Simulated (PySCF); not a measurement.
# Peak assignment

Atom-mapped SMILES (the numbers label the heavy atoms): `[CH3:1][CH2:2][C:3](=[O:4])[O:5][SiH2:6][SiH3:7]`. Each H is labelled by its parent atom.

Theoretical values (PySCF 2.14.0 with density-fitted response routines): geometry from GFN2-xTB, PBE0/pcSseg-1 with gauge-including orbitals. Averaged over atoms made equivalent by symmetry, fast rotation or ring inversion, relativity neglected, a single conformation, isolated molecule.

Chemical shifts δ = σref − σ; TMS for 13C and 1H, all at this level.

Q: Assign these signals to the numbered atoms. 13C{1H} NMR (computed): δ 182.9, 32.3, 10.9.

A: 
| δ (ppm) | atoms | environment | reason |
| --- | --- | --- | --- |
| 182.9 | C3 | carbonyl carbon | – |
| 32.3 | C2 | sp3 CH2 α to a carbonyl | α to the electron-withdrawing carbonyl group |
| 10.9 | C1 | methyl carbon | a saturated carbon with 1 carbon neighbour and no heteroatom attached |

Q: Assign these signals to the numbered atoms. 1H NMR (300 MHz, computed): δ 5.10 (q, 2H), 3.86 (t, 3H), 2.34 (q, 2H), 1.13 (t, 3H).

A: 
| δ (ppm) | atoms | environment | reason |
| --- | --- | --- | --- |
| 5.10 | H(Si6) | hydrogen on a silicon bonded to O, Si | – |
| 3.86 | H(Si7) | hydrogen on a silicon bonded to Si | – |
| 2.34 | H(C2) | hydrogen on an sp3 CH2 α to a carbonyl | α to C=O |
| 1.13 | H(C1) | hydrogen on a methyl carbon | – |

Shifts are as computed. Against solution values, carbons near 30 ppm lie about +3 ppm off and those near 130 ppm about +5 ppm. Of 1211 compounds with measured shifts, 218 miss one by over three times the rms of a fit or turn the order of signals round; such compounds aren't used in these exercises. No couplings were computed; multiplicities are counted from neighbouring protons, with m where these are inequivalent, close in shift, in a saturated or five-membered ring or joined by F or P, and br s for small geminal =CH2 splittings.
